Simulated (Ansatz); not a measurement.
Cost and result for the atomization energy of C2H7FSn (`FC[CH2][SnH3]`) (11 atoms, 10 bonds).

```xyz
11

F     1.5438    1.4229    1.6882
C     1.1857    0.5528    0.6640
C    -0.3075    0.4683    0.5446
Sn   -0.9319   -0.8659   -1.0273
H     1.6463    0.9341   -0.2531
H     1.6306   -0.4189    0.9018
H    -0.7298    1.4527    0.3305
H    -0.7456    0.1080    1.4781
H    -0.3131   -0.3221   -2.5238
H    -0.3427   -2.4387   -0.7158
H    -2.6358   -0.8932   -1.0872
```

Charge 0, multiplicity 1. Correlated methods include outer-core shells of Sn, which these sets cover unevenly. Sn takes the def2 core potential. The geometry is a stationary point of PBE0-D4/def2-TZVP. It is one conformer, not always the lowest. Program: Ansatz. All runs use 4 threads of an AMD EPYC 9R45 on a shared host. Times are those of one run each, without the atoms' runs, and a repeat can differ threefold. Electronic energies, without spin–orbit coupling; frozen cores. CCSD(T)/CBS adds CCSD(T) − MP2 in def2-TZVPP to the MP2 limit, and its time is that of the two runs behind it. T1 = 0.012. With those shells the extrapolation isn't a true limit. B3LYP takes the VWN-RPA correlation (the form of Gaussian; ORCA's B3LYP/G).

CCSD(T)/CBS is a level of theory with its own doubt, some kJ/mol a heavy atom from the limit and from the frozen cores, so smaller differences don't rank the functionals.

| level | functions | wall time | atomization (kJ/mol) | difference from CCSD(T)/CBS | per bond |
| --- | --- | --- | --- | --- | --- |
| revPBE-D4/def2-TZVPP | 241 | 0.7 s | 3562.7 | -62.2 | -6.2 |
| BHLYP-D4/def2-TZVPP | 241 | 1 s | 3514.5 | -110.4 | -11.0 |
| CAM-B3LYP-D4/def2-TZVPP | 241 | 1.1 s | 3627.4 | 2.5 | 0.3 |
| r2SCAN-D4/def2-TZVPP (with forces) | 241 | 1.4 s | 3607.0 | -17.9 | -1.8 |
| B3LYP-D4/def2-TZVPP (with forces) | 241 | 1.5 s | 3599.7 | -25.2 | -2.5 |
| r2SCANh-D4/def2-TZVPP | 241 | 1.5 s | 3588.7 | -36.2 | -3.6 |
| PBE-QIDH/def2-TZVPP | 241 | 1.9 s | 3579.1 | -45.8 | -4.6 |
| CCSD(T)/def2-SVP | 103 | 2.2 s | 3425.6 | -199.3 | -19.9 |
| B97M-V/def2-TZVPP | 241 | 2.7 s | 3638.5 | 13.6 | 1.4 |
| ωB97M-V/def2-TZVPP (with forces) | 241 | 3.1 s | 3612.7 | -12.2 | -1.2 |
| MP2/def2-QZVPP | 463 | 9 s | 3593.8 | -31.1 | -3.1 |
| CCSD(T)/def2-TZVPP | 241 | 60 s | 3543.5 | -81.4 | -8.1 |
| CCSD(T)/CBS(def2) | – | 69 s | 3624.9 | 0.0 | 0.0 |

The D4 term adds +30.4 kJ/mol with B3LYP and +15.9 kJ/mol with PBE0; it sums over pairs of atoms, weighted by their polarisabilities, and B3LYP, whose exchange is more repulsive, gets the larger term. From PBE to PBE0 (25 % exact exchange), in def2-TZVPP and without D4, the atomization energy moves by −45.5 kJ/mol: exact exchange takes away binding that semilocal exchange gives to molecules. At CCSD(T), def2-SVP lies −199.3 kJ/mol from the extrapolated value and def2-TZVPP −81.4 kJ/mol: correlation converges slowly with the basis, and small sets miss more of it in the bonded molecule than in its fragments.

Spin–orbit coupling would lower the free Sn atoms strongly, and the atomization energy with them, by more than many differences here. For some Ge, Se and Sn compounds the MP2-based and the directly extrapolated limit differ by 10 to 25 kJ/mol.
